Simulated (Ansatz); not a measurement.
Reaction (ligand exchange at the Si–C bond): `O[SiH2]/C=C/[SiH3]` + `N[SiH2][AlH2]` → `O[SiH2]N[SiH2][AlH2]` + `C=C[SiH3]`

Calculated with Ansatz (gas phase, PBE0-D4/def2-TZVP geometries, no zero-point term in ΔE). CCSD(T)/CBS adds triple-zeta CCSD(T) − MP2 to the extrapolated MP2 energy (def2 sets, frozen cores). Functionals use def2-TZVPP. One conformer a species, not always the lowest.

`O[SiH2]/C=C/[SiH3]`:

Z-matrix (Å, degrees):
```
Si
C 1 1.862
O 1 1.648 2 111.1
H 1 1.491 2 108.7 3 -122.6
H 1 1.483 2 110.6 3 117.6
C 2 1.338 1 123.1 3 -5.6
H 2 1.092 1 118.4 3 174.2
H 3 0.958 1 117.5 2 -76.5
Si 6 1.863 2 123.8 1 179.8
H 6 1.092 2 117.9 1 -0.6
H 9 1.487 6 108.9 2 -0.6
H 9 1.489 6 110.6 2 -120.9
H 9 1.488 6 110.7 2 119.9
```

`N[SiH2][AlH2]`:

Cartesian coordinates in Å:
```
N -1.582 0.093 0.544
Si -0.201 0.712 -0.295
Al 1.688 -0.834 -0.004
H -1.765 -0.897 0.528
H -2.446 0.613 0.550
H 0.106 2.059 0.272
H -0.417 0.967 -1.760
H 3.179 -0.385 -0.326
H 1.438 -2.327 0.493
```

`O[SiH2]N[SiH2][AlH2]`:

Z-matrix (Å, degrees):
```
Si
N 1 1.719
O 1 1.645 2 114.1
H 1 1.479 2 111.0 3 -115.8
H 1 1.489 2 105.6 3 122.7
Si 2 1.742 1 127.4 3 65.1
H 2 1.009 1 115.8 3 -113.0
H 3 0.958 1 117.6 2 56.6
Al 6 2.461 2 111.6 1 146.1
H 6 1.492 2 106.2 1 24.1
H 6 1.499 2 112.1 1 -90.2
H 9 1.593 6 119.7 2 14.7
H 9 1.589 6 121.6 2 -166.1
```

`C=C[SiH3]`:

Z-matrix (Å, degrees):
```
Si
C 1 1.859
H 1 1.488 2 110.8
H 1 1.487 2 109.0 3 -120.3
H 1 1.488 2 110.8 3 119.3
C 2 1.330 1 123.1 3 120.2
H 2 1.089 1 118.8 3 -59.8
H 6 1.087 2 122.2 1 -180.0
H 6 1.087 2 121.7 1 0.0
```

```tsv
level	ΔE (kcal/mol)	difference from CCSD(T)/CBS
PBE-D4	-15.5	2.1
r2SCAN-D4	-16.8	0.8
r2SCAN	-16.8	0.8
PBE0	-16.0	1.6
MP2/def2-TZVPP	-17.9	-0.3
CCSD/def2-TZVPP	-17.9	-0.3
CCSD(T)/def2-TZVPP	-17.7	-0.1
HF/def2-QZVPP	-19.2	-1.6
MP2/def2-QZVPP	-17.9	-0.3
SCS-MP2/def2-QZVPP	-18.1	-0.5
CCSD(T)/CBS	-17.6	0
```

Largest T1 diagnostic among the species: 0.012.

From PBE to PBE0 (25 % exact exchange), in def2-TZVPP and without D4, ΔE moves by −0.7 kcal/mol. In def2-TZVPP, CCSD(T) changes the Hartree–Fock value by +1.3 kcal/mol (the triples alone add +0.2 kcal/mol) and MP2 by +1.1 kcal/mol.

CCSD(T)/CBS has its own doubt, a few kJ/mol and more with outer-core shells, so smaller differences from it don't rank the levels.
